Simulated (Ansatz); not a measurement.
A set of 12 reactions (ligand exchange), with CCSD(T)/CBS values in kJ/mol:

| reaction | ΔE |
| --- | --- |
| `B[SiH2]C(O)F` + `NCCN` → `BNCCN` + `OC(F)[SiH3]` | -182.5 |
| `[CH3][GaH][GeH2][F]` + NH₃ → `[NH2][GeH2][F]` + `[CH3][GaH2]` | 15.7 |
| `O[SiH](O)[SiH](Cl)Cl` + `C[SiH](F)S` → `C[SiH](F)S[SiH](O)O` + `Cl[SiH2]Cl` | -91.7 |
| `C[SiH2][SiH2]Br` + `[BH2][AlH][OH]` → `[BH2][AlH][O][SiH2]C` + `[SiH3]Br` | -110.6 |
| `C=CS[Si](O)(O)O` + `[OH][Al]([F])[Cl]` → `O[Si](O)(O)[O][Al]([F])[Cl]` + `C=CS` | -79.4 |
| `OB([SiH3])CF` + `[OH][Ga]([OH])[SH]` → `[OH][Ga]([SH])[O][SiH3]` + `OBCF` | -118.8 |
| `F[Si](F)(F)S[Si](F)(F)F` + `O[SiH](O)O` → `O[SiH](O)O[Si](F)(F)F` + `F[Si](F)(F)S` | -84.3 |
| `[SiH3]N[SiH2]O[SiH3]` + `O=CO` → `O=CO[SiH3]` + `N[SiH2]O[SiH3]` | -23.6 |
| `N[SiH](Cl)Cl` + `O[SiH3]` → `N[SiH](Cl)O[SiH3]` + HCl | -29.2 |
| `[F][Zn][CH2][SiH3]` + `OB(O)O` → `OB(O)[O][Zn][F]` + `C[SiH3]` | -26.1 |
| `CB(O)CO` + NH₃ → `CB(N)O` + CH₃OH | -111.2 |
| `B[SiH]1CO1` + H–F → `F[SiH]1CO1` + BH₃ | -150.5 |

Calculated with Ansatz (gas phase, PBE0-D4/def2-TZVP geometries, no zero-point term in ΔE). CCSD(T)/CBS is the MP2 limit (def2-TZVPP, def2-QZVPP) plus CCSD(T) − MP2 in def2-TZVPP, frozen cores. This one scheme is used for every species. Functionals use def2-TZVPP. B3LYP here is the variant with VWN-RPA as its local correlation; programs differ in this. For Br, Ga, Ge, Zn outer-core shells are correlated without core-valence functions, which leaves a few kJ/mol of doubt a bond. Scalar relativity is left out up to krypton. Each species was taken in one conformer, which may not be the lowest.

Give the mean, mean absolute and largest difference (level minus CCSD(T)/CBS, kJ/mol) for: PBE-D4, r2SCAN-D4, PBE0-D4, B3LYP-D4, ωB97X-V, ωB97M-V, B2PLYP, PBE, r2SCAN, SCS-MP2/def2-TZVPP, CCSD(T)/def2-TZVPP, HF/def2-QZVPP, HF/CBS(def2), CCSD/CBS(def2). (An estimate is asked.)

Computed: 
| level | mean | mean absolute | largest |
| --- | --- | --- | --- |
| PBE-D4 | 15.3 | 15.3 | 28.8 |
| r2SCAN-D4 | 3.1 | 3.6 | 7.4 |
| PBE0-D4 | 9.4 | 9.4 | 16.9 |
| B3LYP-D4 | 1.0 | 2.6 | 6.6 |
| ωB97X-V | 0.7 | 2.6 | -6.0 |
| ωB97M-V | -0.4 | 3.2 | -7.8 |
| B2PLYP | -3.4 | 4.3 | -8.4 |
| PBE | 13.8 | 13.8 | 26.2 |
| r2SCAN | 2.7 | 3.4 | 7.3 |
| SCS-MP2/def2-TZVPP | -6.6 | 6.6 | -15.1 |
| CCSD(T)/def2-TZVPP | -1.5 | 1.7 | -3.6 |
| HF/def2-QZVPP | -20.2 | 20.8 | -39.7 |
| HF/CBS(def2) | -20.4 | 21.0 | -39.9 |
| CCSD/CBS(def2) | -2.5 | 3.0 | -7.0 |

The largest T1 diagnostic in the set is 0.018, for `B[SiH]1CO1` (customary mark 0.02).

CCSD(T)/CBS is a level of theory with its own doubt, and the functionals carry their triple-zeta basis error, so these figures describe this set and don't rank the functionals.
